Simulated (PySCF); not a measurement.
An unknown is described by computed data only.

Formula: C3H7ClO2Si.

* UV, first state: lowest singlet excitation: 8.02 eV (155 nm, f = 0.007) [TDDFT CAM-B3LYP/def2-SVPD]
* 13C NMR: chemical shifts (computed TMS as zero) by class: 68.9 (2 C), 37.0 (1 C) ppm [GIAO B3LYP/pcSseg-2]
* NMR, other nuclei: isotropic shieldings of nuclei other than C and H, by class: 247 (2 O), 367 (1 Si), 862 (1 Cl) ppm [GIAO B3LYP/pcSseg-2]
* Rotational structure: rotational constants A, B, C: 3.071, 1.416, 1.239 GHz [PBE0-D3(BJ)/def2-SVP]
* Polarisability: 75.8 au [CAM-B3LYP/def2-SVPD]
* Dipole: 2.70 D [CAM-B3LYP/def2-SVPD]

The electronic properties come from PySCF, for the isolated species, density fitting. Levels stand in brackets. Isolated species at its PBE0-D3(BJ)/def2-SVP geometry (one conformer only). NMR classes are plain means over equivalent atoms (diastereotopic ones count apart unless rotation or inversion swaps them), as if these changed places fast.

**Question.** Give a SMILES that accounts for the data.

**Answer.** Numbering: `[Cl:1][SiH:2]1[O:3][CH2:4][CH2:5][CH2:6][O:7]1`. Its formula, C3H7ClO2Si, gives 1 degree of unsaturation: 1 ring and 0 π bonds in the structure found. 3 carbons fall into 2 classes; from least to most shielded: ring sp3 carbon bound to oxygen [C4/C6] (68.9 ppm, 2 C), ring CH2 carbon [C5] (37.0 ppm). The other shieldings belong to: 247 ppm, silyl ether oxygen [O3/O7]; 367 ppm, chlorine-bound silicon [Si2]; 862 ppm, silicon-bound chlorine [Cl1]. The optimised geometry has point group Cs and is an asymmetric top. Structure: `C1O[SiH](OCC1)Cl`. The assignments are read from this structure; whether some other isomer fits the data as well wasn't checked.
